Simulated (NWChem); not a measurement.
C2H5BF2O; SMILES FB([C@@H](O)C)F

```xyz
11

C     -1.1983    -1.3438     0.4664
C     -0.0819    -0.7251    -0.3748
O      1.1587    -1.3562    -0.1758
B      0.0659     0.8126    -0.0707
F     -0.9770     1.6119    -0.2291
F      1.1848     1.3661     0.3393
H     -0.9433    -1.3114     1.5370
H     -1.3537    -2.4006     0.1921
H     -2.1536    -0.8183     0.3180
H     -0.3966    -0.7808    -1.4424
H      1.0581    -2.2905    -0.3860
```
Atoms are numbered in this order, from 1.

Program: NWChem. Coordinates come from a PBE0/def2-SVP optimisation.

For level BLYP/def2-TZVP:

```yaml
highest occupied level (eV): -6.46
orbital gap (eV): 5.63
dipole (D): 2.65
```

Problem. Estimate the same quantities for level CAM-B3LYP/def2-TZVP.

Solution. 
| Property | Result |
|---|---|
| highest occupied level (eV) | -9.73 |
| orbital gap (eV) | 10.78 |
| dipole (D) | 2.86 |
